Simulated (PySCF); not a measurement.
A species of formula C5H7NSSi has this rotational fingerprint, computed with PBE0/def2-SVPD in PySCF (dipole) on a GFN2-xTB geometry, gas phase:

* Rotational constants: A = 2658, B = 1047, C = 802.5 MHz
* Dipole components: |μa| = 3.27 D, |μb| = 0.42 D, |μc| = 0.71 D
* Inertial defect: -43.27 u·Å²
* κ: -0.74

Task: Which candidate fits, each taken in the one conformer that was computed?
A. `[N:1]#[C:2][CH2:3][C@H:4]1[SiH2:5][CH:6]=[CH:7][S:8]1` with C2–C3–C4–Si5 64°
B. `[SH:1][SiH2:2][c:3]1[cH:4][cH:5][cH:6][cH:7][n:8]1` with H–S1–Si2–C3 0°, S1–Si2–C3–C4 180°
C. `[N:1]#[C:2][Si@@H:3]1[CH:4]=[CH:5][CH2:6][CH2:7][S:8]1` with C2–Si3–C4–C5 -113°, C4–C5–C6–C7 29°, C5–C6–C7–S8 -69°, C6–C7–S8–Si3 64°
D. `[SiH3:1][S:2][c:3]1[cH:4][cH:5][cH:6][cH:7][n:8]1` with Si1–S2–C3–C4 180°

Result: A. It is N#CC[C@H]1[SiH2]C=CS1, an asymmetric top, point group C1. The candidates at the same level (rigid rotor, commonest isotopes):

```json
{"SMILES": "N#C[Si@@H]1C=CCCS1", "A (MHz)": "2114", "B (MHz)": "1177", "C (MHz)": "956.5", "μa (D)": "4.37", "μb (D)": "1.60", "μc (D)": "0.90", "Δ (u·Å²)": "-140.06", "point group": "C1", "rotor": "asymmetric top"}
{"SMILES": "S[SiH2]c1ccccn1", "A (MHz)": "3555", "B (MHz)": "874.1", "C (MHz)": "707.3", "μa (D)": "4.14", "μb (D)": "1.18", "μc (D)": "0.00", "Δ (u·Å²)": "-5.85", "point group": "Cs", "rotor": "asymmetric top"}
{"SMILES": "N#CC[C@H]1[SiH2]C=CS1", "A (MHz)": "2658", "B (MHz)": "1047", "C (MHz)": "802.5", "μa (D)": "3.27", "μb (D)": "0.42", "μc (D)": "0.71", "Δ (u·Å²)": "-43.27", "point group": "C1", "rotor": "asymmetric top"}
{"SMILES": "[SiH3]Sc1ccccn1", "A (MHz)": "3128", "B (MHz)": "1165", "C (MHz)": "858.5", "μa (D)": "3.87", "μb (D)": "0.66", "μc (D)": "0.00", "Δ (u·Å²)": "-6.81", "point group": "Cs", "rotor": "asymmetric top"}
```

`N#C[Si@@H]1C=CCCS1` has A 20 % too low; `[SiH3]Sc1ccccn1` has A 18 % too high; `S[SiH2]c1ccccn1` has A 34 % too high. No structure here is proved a minimum.
